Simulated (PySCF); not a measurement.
C₂H₂F₄, SMILES FCC(F)(F)F.

Coordinates come from a PBE-D3(BJ)/def2-SVP optimisation.

Two levels are set side by side: TDDFT-PBE/def2-SVPD (PySCF) and TDDFT-B3LYP/def2-SVPD (PySCF). Vertical, same geometry. The lowest singlet is HOMO→LUMO 95 % with PBE and HOMO→LUMO 84 %, HOMO→LUMO+1 14 % with the other functional; states are paired by order. Differences are taken from unrounded values.

```tsv
quantity	TDDFT-B3LYP
lowest singlet excitation (eV)	9.51
lowest triplet excitation (TDA) (eV)	9.04
first bright state (f over 0.05) (eV)	11.18
its oscillator strength	0.08
```

Task: What does TDDFT-PBE give, and how far is it from TDDFT-B3LYP? (The exact figures need the calculation; the answer reports its results.)

Result: 
```
quantity                               TDDFT-PBE  TDDFT-PBE minus TDDFT-B3LYP
-------------------------------------  ---------  ---------------------------
lowest singlet excitation (eV)              8.69                        -0.81
lowest triplet excitation (TDA) (eV)        8.31                        -0.73
first bright state (f over 0.05) (eV)      10.22                        -0.96
its oscillator strength                     0.06                        -0.02
```

A lower first singlet is the usual sign of a functional without exact exchange. Differences between two approximate levels are no errors against the true value.

Rough cost on one machine, each run with all the roots and properties that it gave: TDDFT-B3LYP against TDDFT-PBE about 4 times.
